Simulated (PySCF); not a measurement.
**Two-component Hartree-Fock for Ir⁴⁺ (iridium, charge +4)**

Start: [Xe] 4f14 5d5; 5d3/2 filled at m_j = -3/2, -1/2, +1/2, +3/2; 5d5/2 filled at m_j = +5/2. Calculated with PySCF 2.14 in x2c-SVPall-2c (7s9p9d2f, 93 functions): generalised Hartree-Fock with the X2C-1e Hamiltonian and a Gaussian nucleus; one run each with spin-orbit coupling (SO) switched off, then screened by Boettger's factors.

| spinor shell | electrons | ε, spin-free (eV) | ε, screened SO (eV) | weight of nominal j (screened SO) | rms radius, screened SO (bohr) |
| --- | --- | --- | --- | --- | --- |
| 1s1/2 | 2 | -76579.0 | -76552.4 | 1.000 | 0.0197 |
| 2s1/2 | 2 | -13585.0 | -13576.6 | 1.000 | 0.0795 |
| 2p1/2 | 2 | -11817.5 | -12985.8 | 1.000 | 0.0675 |
| 2p3/2 | 4 | -11817.5 | -11352.2 | 1.000 | 0.0752 |
| 3s1/2 | 2 | -3281.0 | -3278.1 | 1.000 | 0.203 |
| 3p1/2 | 2 | -2755.6 | -3014.1 | 1.000 | 0.195 |
| 3p3/2 | 4 | -2755.6 | -2650.5 | 1.000 | 0.210 |
| 3d3/2 | 4 | -2168.8 | -2213.3 | 1.000 | 0.186 |
| 3d5/2 | 6 | -2168.8 | -2136.2 | 1.000 | 0.189 |
| 4s1/2 | 2 | -773.17 | -772.21 | 1.000 | 0.450 |
| 4p1/2 | 2 | -597.82 | -659.47 | 1.000 | 0.456 |
| 4p3/2 | 4 | -597.82 | -572.43 | 1.000 | 0.489 |
| 4d3/2 | 4 | -377.74 | -386.98 | 0.998 | 0.508 |
| 4d5/2 | 6 | -377.74 | -370.49 | 0.999 | 0.518 |
| 5s1/2 | 2 | -162.36 | -162.14 | 1.000 | 1.05 |
| 4f5/2 | 6 | -130.94 | -132.35 | 0.976 | 0.584 |
| 5p1/2 | 2 | -113.11 | -124.93 | 0.915 | 1.19 |
| 5p3/2 | 4 | -113.11 | -107.83 | 0.958 | 1.22 |
| 5d3/2 | 4 | -59.738 | -59.851 | 0.655 | 1.56 |
| 5d5/2 | 1 | -59.738 | -58.751 | 1.000 | 1.59 |

Where does 4f7/2 lie, and what is the 4f spin-orbit splitting (screened SO)?

At -129.02 eV, 3.328 eV above 4f5/2.

```csv
quantity,spin-free,screened SO
E (hartree),-17810.01409,-17834.53400
M_J,5/2,5/2
⟨J²⟩,8.751,8.754
⟨L²⟩,0.000,0.380
⟨S²⟩,8.751,8.267
```

Each row is a mean over spinors that exchange with the open shell spreads, by up to 10.516 eV (5p3/2).

Rows whose weight is well below 1 are mixtures of j = l ± 1/2: exchange outweighs spin-orbit coupling there, and the label is only the starting occupation.

Breit and QED terms are absent; they matter most for the inner s and p1/2 levels.

Densities and radii are taken from the X2C orbitals without a picture-change correction, which distorts them close to the nucleus.

Without spin-orbit coupling the j labels of p, d and f shells carry no meaning; the spin-free column gives the mean over the occupied spinors of each nl shell.
